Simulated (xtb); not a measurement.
HLiO, charge -1, doublet, from a rough starting geometry (GFN-xTB shapes and energies of metal compounds can be far from the true ones) (a state made from the parent by changing its charge; the spin is typed, not shown lowest); GFN2-xTB (xtb).

The xtb input:
```
$ xtb mol.xyz --gfn 2 --chrg -1 --uhf 1 --opt vtight --json

# file mol.xyz
3

Li    -0.81310779    -0.74728572    -0.74642221
O      0.15086307     0.08353712     0.09243024
H      0.74766525     0.59552783     0.57365110
```

What the program printed (banner, timings and long lists left out):

```
   ID    Z sym.   atoms
    1    3 Li     1
    2    8 O      2
    3    1 H      3

           -------------------------------------------------
          |                Calculation Setup                |
           -------------------------------------------------

           -------------------------------------------------
          |                 G F N 2 - x T B                 |
           -------------------------------------------------

          ...................................................
          :                      SETUP                      :
          :.................................................:
          :  # basis functions                   9          :
          :  # atomic orbitals                   9          :
          :  # shells                            5          :
          :  # electrons                         9          :
          :  max. iterations                   250          :
          :  Hamiltonian                  GFN2-xTB          :
          :  restarted?                      false          :
          :  GBSA solvation                  false          :
          :  PC potential                    false          :
          :  electronic temp.          300.0000000     K    :
          :  accuracy                    1.0000000          :
          :  -> integral cutoff          0.2500000E+02      :
          :  -> integral neglect         0.1000000E-07      :
          :  -> SCF convergence          0.1000000E-05 Eh   :
          :  -> wf. convergence          0.1000000E-03 e    :
          :  Broyden damping             0.4000000          :
          :  net charge                         -1          :
          :  unpaired electrons                  1          :
          ...................................................

 iter      E             dE          RMSdq      gap      omega  full diag
   1     -4.6761906 -0.467619E+01  0.133E+01    4.09       0.0  T
   2     -4.9571124 -0.280922E+00  0.110E+01    3.28       1.0  T
   3     -4.9587330 -0.162056E-02  0.844E+00    3.35       1.0  T
   4     -4.9607984 -0.206536E-02  0.919E-01    3.64       1.0  T
   5     -4.9609503 -0.151892E-03  0.235E-01    3.66       1.0  T
   6     -4.9609638 -0.135018E-04  0.137E-01    3.68       1.0  T
   7     -4.9609718 -0.808129E-05  0.372E-02    3.69       1.6  T
   8     -4.9609723 -0.423900E-06  0.854E-03    3.69       6.8  T
   9     -4.9609723 -0.107184E-08  0.525E-03    3.69      11.0  T
  10     -4.9609723 -0.373719E-08  0.274E-03    3.69      21.1  T
  11     -4.9609723 -0.172544E-08  0.108E-04    3.69     536.9  T
  12     -4.9609723  0.159694E-11  0.909E-05    3.69     635.1  T

   *** convergence criteria satisfied after 12 iterations ***

         :::::::::::::::::::::::::::::::::::::::::::::::::::::
         ::                     SUMMARY                     ::
         :::::::::::::::::::::::::::::::::::::::::::::::::::::
         :: total energy              -4.918909283517 Eh    ::
         :: gradient norm              0.061736356952 Eh/a0 ::
         :: HOMO-LUMO gap              3.686002934083 eV    ::
         ::.................................................::
         :: SCC energy                -4.960972268555 Eh    ::
         :: -> isotropic ES            0.219710567363 Eh    ::
         :: -> anisotropic ES         -0.012316444705 Eh    ::
         :: -> anisotropic XC         -0.011793641375 Eh    ::
         :: -> dispersion             -0.000487154099 Eh    ::
         :: repulsion energy           0.042062985038 Eh    ::
         :: add. restraining           0.000000000000 Eh    ::
         :: total charge              -1.000000000000 e     ::
         :::::::::::::::::::::::::::::::::::::::::::::::::::::

      -----------------------------------------------------------
     |                   =====================                   |
     |                        A N C O P T                        |
     |                   =====================                   |
     |               Approximate Normal Coordinate               |
     |                Rational Function Optimizer                |
      -----------------------------------------------------------
      -----------------------------------------------------------
     |                   =====================                   |
     |                        A N C O P T                        |
     |                   =====================                   |
     |               Approximate Normal Coordinate               |
     |                Rational Function Optimizer                |
      -----------------------------------------------------------

          ...................................................
          :                      SETUP                      :
          :.................................................:
          :   optimization level         verytight          :
          :   max. optcycles                   200          :
          :   ANC micro-cycles                  20          :
          :   degrees of freedom                 3          :
          :.................................................:
          :   RF solver                   davidson          :
          :   write xtbopt.log                true          :
          :   linear?                        false          :
          :   energy convergence         0.1000000E-06 Eh   :
          :   grad. convergence          0.2000000E-03 Eh/α :
          :   maxmium RF displ.          1.0000000          :
          :   Hlow (freq-cutoff)         0.1000000E-01      :
          :   Hmax (freq-cutoff)         5.0000000          :
          :   S6 in model hess.         20.0000000          :
          ...................................................

generating ANC from exact Hessian ...
Using Lindh-Hessian (1995)
 Shifting diagonal of input Hessian by    0.0000000000000000
 Lowest  eigenvalues of input Hessian
[...]
 * total energy  :    -4.9189093 Eh     change       -0.2500222E-11 Eh
 * total energy  :    -4.9246026 Eh     change       -0.5693281E-02 Eh
 * total energy  :    -4.9282382 Eh     change       -0.3635623E-02 Eh
 * total energy  :    -4.9292896 Eh     change       -0.1051461E-02 Eh
 * total energy  :    -4.9295586 Eh     change       -0.2689363E-03 Eh
 * total energy  :    -4.9295809 Eh     change       -0.2234184E-04 Eh
 * total energy  :    -4.9295815 Eh     change       -0.5695957E-06 Eh
 * total energy  :    -4.9295818 Eh     change       -0.2536678E-06 Eh
 * total energy  :    -4.9295822 Eh     change       -0.4931432E-06 Eh
 * total energy  :    -4.9295824 Eh     change       -0.1259129E-06 Eh
 * total energy  :    -4.9295824 Eh     change       -0.1945926E-07 Eh
   *** GEOMETRY OPTIMIZATION CONVERGED AFTER 11 ITERATIONS ***
[...]
 ---------------------------------

           -------------------------------------------------
          |                Final Singlepoint                |
           -------------------------------------------------

          ...................................................
          :                      SETUP                      :
          :.................................................:
          :  # basis functions                   9          :
          :  # atomic orbitals                   9          :
          :  # shells                            5          :
          :  # electrons                         9          :
          :  max. iterations                   250          :
          :  Hamiltonian                  GFN2-xTB          :
          :  restarted?                      false          :
          :  GBSA solvation                  false          :
          :  PC potential                    false          :
          :  electronic temp.          300.0000000     K    :
          :  accuracy                    1.0000000          :
          :  -> integral cutoff          0.2500000E+02      :
          :  -> integral neglect         0.1000000E-07      :
          :  -> SCF convergence          0.1000000E-05 Eh   :
          :  -> wf. convergence          0.1000000E-03 e    :
          :  Broyden damping             0.4000000          :
          :  net charge                         -1          :
          :  unpaired electrons                  1          :
          ...................................................

 iter      E             dE          RMSdq      gap      omega  full diag
   1     -4.9506168 -0.495062E+01  0.102E-04    3.42       0.0  T
   2     -4.9506168 -0.293987E-12  0.710E-05    3.42     813.2  T
   3     -4.9506168 -0.112799E-12  0.145E-05    3.42    3989.6  T

   *** convergence criteria satisfied after 3 iterations ***

         :::::::::::::::::::::::::::::::::::::::::::::::::::::
         ::                     SUMMARY                     ::
         :::::::::::::::::::::::::::::::::::::::::::::::::::::
         :: total energy              -4.929582389424 Eh    ::
         :: gradient norm              0.000012440365 Eh/a0 ::
         :: HOMO-LUMO gap              3.416412783777 eV    ::
         ::.................................................::
         :: SCC energy                -4.950616752705 Eh    ::
         :: -> isotropic ES            0.221124607465 Eh    ::
         :: -> anisotropic ES         -0.012325868861 Eh    ::
         :: -> anisotropic XC         -0.009348707641 Eh    ::
         :: -> dispersion             -0.000498119118 Eh    ::
         :: repulsion energy           0.021034363281 Eh    ::
         :: add. restraining           0.000000000000 Eh    ::
         :: total charge              -1.000000000000 e     ::
         :::::::::::::::::::::::::::::::::::::::::::::::::::::

           -------------------------------------------------
          |                Property Printout                |
           -------------------------------------------------

    * Orbital Energies and Occupations

         #    Occupation            Energy/Eh            Energy/eV
      -------------------------------------------------------------
         1        2.0000           -0.3446608              -9.3787
         2        2.0000           -0.2199350              -5.9847
         3        2.0000           -0.1021524              -2.7797
         4        2.0000           -0.1021524              -2.7797
         5        1.0000            0.0593916               1.6161 (HOMO)
         6                          0.1849424               5.0325 (LUMO)
         7                          0.1849424               5.0325
         8                          0.3197158               8.6999
         9                          0.6263514              17.0439
      -------------------------------------------------------------
                  HL-Gap            0.1255509 Eh            3.4164 eV
             Fermi-level            0.0503933 Eh            1.3713 eV

     #   Z          covCN         q      C6AA      α(0)
     1   3 Li       0.661    -0.278   103.874    34.956
     2   8 O        1.466    -0.799    30.664     7.464
     3   1 H        0.806     0.077     2.051     2.249

 Mol. C6AA /au·bohr⁶  :        243.480921
 Mol. C8AA /au·bohr⁸  :      12122.396605
 Mol. α(0) /au        :         44.669888

Wiberg/Mayer (AO) data.
largest (>0.10) Wiberg bond orders for each atom

 ---------------------------------------------------------------------------
     #   Z sym  total        # sym  WBO       # sym  WBO       # sym  WBO
 ---------------------------------------------------------------------------
     1   3 Li   0.539 --     2 O    0.537
     2   8 O    1.528 --     3 H    0.991     1 Li   0.537
     3   1 H    0.994 --     2 O    0.991
 ---------------------------------------------------------------------------

Topologies differ in total number of bonds
Writing topology from bond orders to xtbtopo.mol

molecular dipole:
                 x           y           z       tot (Debye)
 q only:        0.300       0.347       0.351
   full:        1.260       1.173       1.166       5.284
molecular quadrupole (traceless):
                xx          xy          yy          xz          yz          zz
 q only:       -0.161      -1.082       0.072      -1.070      -0.968       0.090
  q+dip:       -0.703      -4.533       0.310      -4.486      -4.016       0.393
   full:       -0.795      -4.973       0.351      -4.920      -4.390       0.444

optimized geometry written to: xtbopt.xyz

           -------------------------------------------------
          | TOTAL ENERGY               -4.929582389424 Eh   |
          | GRADIENT NORM               0.000012440365 Eh/α |
          | HOMO-LUMO GAP               3.416412783777 eV   |
           -------------------------------------------------
```
